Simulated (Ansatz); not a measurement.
Consider the hydrogenolysis of the Ag–I bond: `[Ag][I]` + H₂ → `[AgH]` + HI.

Gas-phase electronic energies from Ansatz, PBE0-D4/def2-TZVP geometries. CCSD(T)/CBS adds triple-zeta CCSD(T) − MP2 to the extrapolated MP2 energy (def2 sets, frozen cores). This one scheme is used for every species. Functionals use def2-TZVPP. B3LYP here is the variant with VWN-RPA as its local correlation; programs differ in this. HSE06 is defined as in plane-wave codes. Elements past krypton have def2 core potentials. For Ag, I outer-core shells are correlated without core-valence functions, which leaves a few kJ/mol of doubt a bond.

| level | ΔE (kcal/mol) | difference from CCSD(T)/CBS |
| --- | --- | --- |
| revPBE-D4 | 30.9 | -5.9 |
| BLYP-D4 | 30.2 | -6.6 |
| r2SCAN-D4 | 32.9 | -3.9 |
| B97M-V | 30.7 | -6.1 |
| PBE0-D4 | 34.3 | -2.5 |
| B3LYP-D4 | 33.2 | -3.6 |
| r2SCANh-D4 | 34.0 | -2.8 |
| r2SCAN0-D4 | 35.8 | -1.0 |
| BHLYP-D4 | 38.5 | 1.7 |
| CAM-B3LYP-D4 | 33.1 | -3.7 |
| ωB97X-V | 36.0 | -0.8 |
| ωB97M-V | 35.4 | -1.4 |
| B2PLYP | 33.8 | -3.0 |
| PBE | 29.7 | -7.1 |
| revPBE | 30.3 | -6.5 |
| BLYP | 29.0 | -7.8 |
| r2SCAN | 32.8 | -4.0 |
| PBE0 | 33.8 | -3.0 |
| r2SCANh | 33.9 | -2.9 |
| r2SCAN0 | 35.7 | -1.1 |
| HSE06 | 33.8 | -3.0 |
| BHLYP | 36.9 | 0.1 |
| CAM-B3LYP | 32.5 | -4.3 |
| LC-ωPBE | 35.5 | -1.3 |
| RPA@PBE/def2-TZVPP | 29.1 | -7.7 |
| HF/def2-SVP | 44.2 | 7.4 |
| MP2/def2-SVP | 37.5 | 0.7 |
| CCSD(T)/def2-SVP | 34.5 | -2.3 |
| HF/def2-TZVPP | 44.3 | 7.5 |
| MP2/def2-TZVPP | 35.6 | -1.2 |
| SCS-MP2/def2-TZVPP | 35.1 | -1.7 |
| CCSD/def2-TZVPP | 33.6 | -3.2 |
| CCSD(T)/def2-TZVPP | 32.7 | -4.1 |
| HF/def2-QZVPP | 44.3 | 7.5 |
| MP2/def2-QZVPP | 37.9 | 1.1 |
| SCS-MP2/def2-QZVPP | 37.2 | 0.4 |
| CCSD(T)/def2-QZVPP | 35.0 | -1.8 |
| HF/CBS(def2) | 44.3 | 7.5 |
| MP2/CBS(def2) | 39.6 | 2.8 |
| CCSD/CBS(def2) | 37.6 | 0.8 |
| CCSD(T)/CBS | 36.8 | 0 |

Largest T1 diagnostic among the species: 0.026, so the coupled-cluster value is less sure than usual.

Leaving LDA and LC-ωPBE aside and taking each functional with its dispersion term where it has one, the values spread over 8.3 kcal/mol, from BLYP-D4 to BHLYP-D4. LDA lies −3.9 kcal/mol from PBE without D4. From r2SCAN to r2SCAN0 (25 % exact exchange), in def2-TZVPP and without D4, ΔE moves by +2.9 kcal/mol. In def2-TZVPP, CCSD(T) changes the Hartree–Fock value by −11.5 kcal/mol (the triples alone add −0.8 kcal/mol) and MP2 by −8.7 kcal/mol.
